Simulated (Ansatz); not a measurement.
One change: `[CH3][Ta]([NH2])([F])=[S]` becomes `[NH2][Ta]([NH2])([F])=[S]`.

Ansatz, PBE0-D4/def2-TZVP geometries, multiplicity 1. Each molecule was computed in one conformer, which needn't be the lowest.

Elements past krypton have def2 core potentials.

```csv
property,`[CH3][Ta]([NH2])([F])=[S]`
size of the dipole moment (PBE/def2-TZVPP) / D,3.85
HOMO–LUMO gap (PBE/def2-TZVPP) / eV,3.87
LUMO energy (B3LYP/def2-TZVPP) / eV,-1.81
HOMO–LUMO gap (ωB97M-V/def2-TZVPP) / eV,10.12
zero-point energy (PBE0-D4/def2-TZVP) / kJ/mol,168.2
HOMO energy (PBE/def2-TZVPP) / eV,-6.31
```

What does the change do to each property? (Estimate.)

Computed: 
```tsv
property	`[NH2][Ta]([NH2])([F])=[S]`	shift
size of the dipole moment (PBE/def2-TZVPP) / D	4.39	0.54
HOMO–LUMO gap (PBE/def2-TZVPP) / eV	4.22	0.35
LUMO energy (B3LYP/def2-TZVPP) / eV	-1.41	0.40
HOMO–LUMO gap (ωB97M-V/def2-TZVPP) / eV	10.37	0.25
zero-point energy (PBE0-D4/def2-TZVP) / kJ/mol	141.9	-26.3
HOMO energy (PBE/def2-TZVPP) / eV	-6.24	0.07
```

With PBE0 the HOMO rises by 0.05 eV and the LUMO rises by 0.37 eV, so the gap widens by about 0.32 eV. PBE moves the HOMO by 0.07 eV and ωB97M-V by 0.06 eV. The zero-point energy changes by -26.3 kJ/mol with -3 modes. Dipoles are sizes alone; their direction can turn.

Positive LUMOs are unbound, so they and the gaps depend on the basis.

B3LYP here is the variant with VWN-RPA as its local correlation; programs differ in this.
